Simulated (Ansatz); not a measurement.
Input file for Ansatz (an electronic-structure program): R-PBE0/def2-TZVPP on H2INSn (SMILES [NH2][Sn][I]), a point of a torsion scan. Elements past Kr take the def2 small-core potentials; no spin–orbit coupling.

Ansatz 0.2 input:
```yaml
crystal:
  periodic: [false, false, false]
  atoms:
    - {symbol: N, position_ang: [-0.84149094, -0.00774815, -0.05606631]}
    - {symbol: Sn, position_ang: [0.77685526, 1.20344197, -0.34958135]}
    - {symbol: I, position_ang: [2.20104198, -0.52531192, -1.88451725]}
    - {symbol: H, position_ang: [-0.99281301, -0.94456936, -0.40481411]}
    - {symbol: H, position_ang: [-1.65994673, 0.23629246, 0.48343719]}
basis:
  gaussian:
    orbitals: def2-TZVPP
hamiltonian:
  xc: {name: PBE0}
scf: {lower_state_search: off}
```

Program output:

```
WARN ansatz: RAYON_NUM_THREADS=1 ignored (pool sized by the plan → 1); use --threads N
Functional definition: PBE0
these checks for a lower state are left out or cut short: stability, starts, cluster_reference, orbital_swaps, neighbouring_geometries, increment
integrals: 0.08 GiB planned
1152 factors; their error is unknown
mean field: 0.69 GiB planned
mean field evaluation 1: about -15448.0214 eV, gradient 6.4e1 eV
mean field evaluation 2: about -15401.4962 eV, gradient 1.3e2 eV
mean field evaluation 4: about -15456.1743 eV, gradient 9.9e0 eV
mean field evaluation 8: about -15456.3481 eV, gradient 2.2e-1 eV
mean field evaluation 16: about -15456.7093 eV, gradient 7.0e-4 eV
mean field -15456.70934952 eV, -568.0235916610 hartree, gradient 7.6e-7 eV, S^2 0.000000; 0 other end points of the search recorded, 0 dependent functions left out
reference -15456.70937632 eV, -568.0235926458 hartree; 28, 28 occupied and 131, 131 virtual orbitals, 1152 factors
Total energy: -15456.70937632 eV, -568.0235926458 hartree
Checks for a lower state left out: stability, starts, cluster_reference, orbital_swaps, neighbouring_geometries, increment
```

Self-consistency was reached.

Cost: about 4 core-seconds (a rough figure).
